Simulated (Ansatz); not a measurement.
Geometry optimisation, Ansatz 0.2.0, RKS PBE0/def2-SVP.

The input (input.yaml):

```yaml
crystal:
  periodic: [false, false, false]
  atoms:
    - { symbol: Al, position_ang: [0.0, 0.0, 0.0] }
    - { symbol: Cl, position_ang: [0.0, 0.0, 2.23] }
    - { symbol: O, position_ang: [1.5415, 0.0, -0.89] }
    - { symbol: H, position_ang: [1.8414, -0.9519, -1.0449] }
    - { symbol: O, position_ang: [-1.5415, 0.0, -0.89] }
    - { symbol: H, position_ang: [-2.0512, -0.8467, -0.6815] }
basis:
  gaussian: { orbitals: def2-SVP }
hamiltonian:
  xc: pbe0
relax:
  f_tol: 0.02
  max_steps: 40
```

Command:

```bash
$ ansatz run input.yaml --threads 1 --pin off --max-ram 2048MiB --backend cpu --events-out ev --progress --plain --runs-dir out
```

Question: Where does it end, and by what steps?

Answer: The forces met the threshold. After 10 steps the energy has fallen by 0.727 eV; H4 moved furthest, 0.77 Å.

```csv
step,energy less start (eV),largest force component (eV/Å),accepted
0,0.0000,2.073,yes
1,-0.3263,1.856,yes
2,-0.3746,2.217,yes
3,-0.5115,1.228,yes
4,-0.6207,0.435,yes
5,-0.6346,0.186,yes
6,-0.6732,0.138,yes
7,-0.6815,0.787,yes
8,-0.7218,0.247,yes
9,-0.7271,0.027,yes
10,-0.7272,0.006,yes
```

```xyz
6
Properties=species:S:1:pos:R:3
Al -0.029 -0.290 -0.107
Cl 0.091 -0.104 1.981
O 1.363 -0.399 -1.055
H 2.263 -0.385 -0.728
O -1.520 -0.336 -0.895
H -2.377 -0.284 -0.471
```

Whether the end is a true minimum wasn't checked by a vibrational analysis.

Run time: 27 s on 1 thread of Arm Neoverse V1, on a shared host, peak memory 0.14 GiB.
